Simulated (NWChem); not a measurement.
C$_{4}$H$_{7}$O$_{2}$, doublet; SMILES C1O[CH]COC1

```xyz
13

C      1.2527     0.5938    -0.1470
C      1.0977    -0.8656     0.1245
O     -0.1612    -1.3538    -0.2717
C     -1.1867    -0.5636     0.2653
C     -1.0580     0.8647    -0.2209
O      0.2034     1.4075     0.1253
H      2.2176     1.0837     0.0108
H      1.2415    -1.0753     1.2143
H      1.8677    -1.4385    -0.4144
H     -2.1468    -0.9935    -0.0580
H     -1.1564    -0.5845     1.3754
H     -1.1741     0.8878    -1.3199
H     -1.8212     1.5148     0.2310
```
Atoms are numbered in this order, from 1.

Results from NWChem. Spin-unrestricted. The geometry was optimised at PBE0/def2-SVP, spin-unrestricted. No stability test was run on the SCF state. B3LYP is NWChem's, with the RPA form of VWN correlation.

Order these by “lowest empty minus highest occupied level, either spin (eV)”, lowest first: B3LYP/cc-pVTZ; B3LYP/aug-cc-pVDZ; B3LYP/cc-pVDZ.

B3LYP/aug-cc-pVDZ (3.52), B3LYP/cc-pVTZ (3.65), B3LYP/cc-pVDZ (3.71)
